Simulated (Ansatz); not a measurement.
Frontier orbitals of `[OH][Mo]([OH])([OH])([OH])=[S]`.

```json
{"atom": "O1", "x (Å)": "1.5082", "y (Å)": "-0.3260", "z (Å)": "-1.1798"}
{"atom": "Mo2", "x (Å)": "-0.1209", "y (Å)": "-0.5805", "z (Å)": "-0.3259"}
{"atom": "O3", "x (Å)": "0.4468", "y (Å)": "1.1687", "z (Å)": "0.5277"}
{"atom": "O4", "x (Å)": "-0.1352", "y (Å)": "-1.2303", "z (Å)": "1.4303"}
{"atom": "O5", "x (Å)": "-1.6136", "y (Å)": "0.3899", "z (Å)": "-0.9063"}
{"atom": "S6", "x (Å)": "-0.6835", "y (Å)": "-2.3965", "z (Å)": "-1.2295"}
{"atom": "H7", "x (Å)": "1.8902", "y (Å)": "0.5019", "z (Å)": "-0.8475"}
{"atom": "H8", "x (Å)": "-0.0002", "y (Å)": "1.7067", "z (Å)": "1.1827"}
{"atom": "H9", "x (Å)": "0.2101", "y (Å)": "-0.5551", "z (Å)": "2.0272"}
{"atom": "H10", "x (Å)": "-1.5019", "y (Å)": "1.3212", "z (Å)": "-0.6788"}
```

Charge 0, multiplicity 1. Correlated methods include outer-core shells of Mo, which these sets cover unevenly. Mo: def2 effective core potential. The structure was optimised at the PBE0-D4/def2-TZVP level. It is one conformer, not always the lowest. Basis def2-TZVPP, Ansatz 0.2.0.

Orbital energies of one run (eV). Highest occupied ones, from the top: -6.81, -7.02, -7.08, -7.09, -8.07, -8.09, -8.85, -8.98, -9.21, -10.15, -10.16, -11.69, -12.62, -12.75. Empty: -3.93, -3.85, -1.97, -1.94, -1.17, -0.42.

(1) Which functional gave them?
A. CAM-B3LYP
B. B3LYP
C. revPBE
D. r2SCAN

Results:

(1) C. HOMO energies: revPBE -6.81, B3LYP -8.10, r2SCAN -7.22, CAM-B3LYP -9.64 eV.

B3LYP here is the variant with VWN-RPA as its local correlation; programs differ in this.
